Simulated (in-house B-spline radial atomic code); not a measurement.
Successive ionisation energies of praseodymium; each step leads to the configuration of the next row (after the last: [Ne] 3s2 3p1). NIST's values go from ground level to ground level; the uncertainty of those that are theory runs from under 0.1 % in few-electron ions to several per cent in heavy many-electron ones. Computed with a B-spline radial code for spherical atoms: non-relativistic Hartree-Fock, average of the configuration, point nuclei.

This level leaves out relativity, spin-orbit splitting included, which matters for heavy ions.

| ion | configuration | ionisation energy (eV) | tabulated value (eV) | tabulated kind | computed minus tabulated (eV) | highest orbital | largest mean radius (bohr) |
| --- | --- | --- | --- | --- | --- | --- | --- |
| Pr31+ | [Ar] 3d10 | 2032.0 | 2019 | tabulated theory | 13 | 3d | 0.28079 |
| Pr32+ | [Ar] 3d9 | 2124.9 | 2108 | tabulated theory | 17 | 3d | 0.27896 |
| Pr33+ | [Ar] 3d8 | ? | ? | tabulated theory | ? | ? | ? |
| Pr34+ | [Ar] 3d7 | 2315.4 | 2304 | tabulated theory | 11 | 3d | 0.27536 |
| Pr35+ | [Ar] 3d6 | 2412.9 | 2400 | tabulated theory | 13 | 3d | 0.27357 |
| Pr36+ | [Ar] 3d5 | 2511.9 | 2501 | tabulated theory | 11 | 3d | 0.27181 |
| Pr37+ | [Ar] 3d4 | 2612.5 | 2628 | tabulated theory | -16 | 3d | 0.27005 |
| Pr38+ | [Ar] 3d3 | ? | ? | tabulated theory | ? | ? | ? |
| Pr39+ | [Ar] 3d2 | 2818.1 | 2838 | tabulated theory | -20 | 3d | 0.2666 |
| Pr40+ | [Ar] 3d1 | 2923.2 | 2941 | tabulated theory | -18 | 3d | 0.26489 |
| Pr41+ | [Ne] 3s2 3p6 | 3203.5 | 3227 | tabulated theory | -24 | 3p | 0.2632 |
| Pr42+ | [Ne] 3s2 3p5 | 3295.5 | 3319 | tabulated theory | -24 | 3p | 0.26194 |
| Pr43+ | [Ne] 3s2 3p4 | 3388.3 | 3419 | tabulated theory | -31 | 3p | 0.26069 |
| Pr44+ | [Ne] 3s2 3p3 | ? | ? | tabulated theory | ? | ? | ? |
| Pr45+ | [Ne] 3s2 3p2 | 3576.6 | 3729 | tabulated theory | -152 | 3p | 0.25822 |

Question: Fill in the row of Pr33+.

Answer: ionisation energy (eV): 2219.4; tabulated value (eV): 2202; computed minus tabulated (eV): 17; highest orbital: 3d; largest mean radius (bohr): 0.27715.

Question: Fill in the row of Pr38+.

Answer: ionisation energy (eV): 2714.6; tabulated value (eV): 2729; computed minus tabulated (eV): -14; highest orbital: 3d; largest mean radius (bohr): 0.26832.

Question: Fill in the row of Pr44+.

Answer: ionisation energy (eV): 3482.0; tabulated value (eV): 3512; computed minus tabulated (eV): -30; highest orbital: 3p; largest mean radius (bohr): 0.25945.
